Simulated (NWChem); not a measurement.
CH4ClInO; SMILES [OH][In]([CH3])[Cl]

```xyz
8

In     0.0241     0.2779     0.0003
Cl    -0.2269    -2.0746    -0.0001
C     -1.6227     1.6335    -0.0004
H     -2.2078     1.4856    -0.9183
H     -1.2491     2.6647     0.0434
H     -2.2599     1.4268     0.8700
O      1.9499     0.7826    -0.0004
H      2.5281     0.0107    -0.0017
```
Atoms are numbered in this order, from 1.

Computed with NWChem. Geometry: optimised at PBE0/def2-SVP. def2 effective core potentials on In; no spin-orbit coupling.

For level Hartree-Fock/STO-3G (all-electron, non-relativistic):

```
Item                         Value
---------------------------  -----
highest occupied level (eV)  -8.58
orbital gap (eV)             14.26
dipole (D)                    2.48
```

### Question
How do the values read with level Hartree-Fock/def2-SVP (core potentials) instead?

### Answer
The highest occupied level (eV) comes out as -11.33, the orbital gap (eV) comes out as 12.93 and the dipole (D) comes out as 2.29.
